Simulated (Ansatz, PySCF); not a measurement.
H4HfO4, charge -1, doublet, at a GFN2-xTB geometry (such geometries of metal compounds can be far from the true shape) (the multiplicity is a formal guess) (core potentials on Hf) (in this run its highest filled SCF level lies above zero, so its values depend strongly on the basis, on diffuse functions most of all). Base run: PBE/def2-SVP (PySCF).

PySCF was given this input:
```python
from pyscf import gto, scf, dft

mol = gto.M(
    atom='''
Hf   -0.00000000    0.00000000   -0.00000000
O     1.86824430    0.33811420   -0.28908161
H     1.71818795    0.98809181   -0.98506148
O     0.22989531   -0.32287162    1.87912965
H     1.19165090   -0.26527537    1.84619568
O    -0.54748506    1.11112594   -1.46761215
H    -1.31431976    0.56973815   -1.68724728
O    -1.55065456   -1.12636852   -0.12243589
H    -1.59551909   -1.29255459    0.82611309
''',
    basis='def2-svp',
    ecp={'Hf': 'def2-svp'},
    charge=-1,
    spin=1,
    verbose=3,
)

mf = dft.UKS(mol)
mf.xc = 'pbe'
mf.kernel()
```

The same geometry, method and basis name were run in Ansatz (a program for electronic structure) and PySCF, at each program's defaults and at the settings that a row names. The base is PySCF at its defaults. Differences at the defaults can come from grids, fitting, cores and function types together.

```tsv
code and settings	ΔE vs base (mEh)	basis functions	E (Eh)	SCF cycles
PySCF, defaults (exact integrals, its default grid, spherical functions)	0.000	108	-350.97034	12
Ansatz, defaults (factorised integrals, its default grid, spherical functions)	0.016	108	-350.97032	-
PySCF, density fitting with def2-universal-jkfit	-0.077	108	-350.97041	12
PySCF, fine grid	0.022	108	-350.97032	12
Ansatz, high accuracy	0.017	108	-350.97032	-
```

Open shells are given as the SCF converged; they aren't shown to be the lowest states, and a large step between rows can be another state.
